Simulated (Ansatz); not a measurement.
An input meant for the cluster K₂Cl₂ (charge 0, singlet; atoms displaced at random, 0.15 Å in each coordinate).

```yaml
crystal:
  periodic: [false, false, false]
  atoms:
    - {symbol: K, position_ang: [0.656644, -1.476223, 0.292026]}
    - {symbol: K, position_ang: [-0.949015, 1.657299, -0.440196]}
    - {symbol: Cl, position_ang: [1.013768, 0.641889, 1.515036]}
    - {symbol: Cl, position_ang: [-1.013333, -0.825851, -1.683403]}
basis:
  gaussian: {orbitals: def2-mTZVP}
magnetization: {spin_polarized: true, initial_magnetization: 1}
hamiltonian: {xc: {name: wB97M-V}}
accuracy: high
scf: {lower_state_search: full}
```

```sh
$ ansatz run in.yaml --threads 4 --pin off --events-out ev --progress --plain --max-ram 3916MiB
```

It prints (some lines left out):

```
Error: a molecule whose nuclei and cores have a total charge of 72 cannot have a net charge of 0 together with 1 unpaired electrons
```

In this input the number of unpaired electrons doesn't fit the electron count. The input was rejected before any iteration.
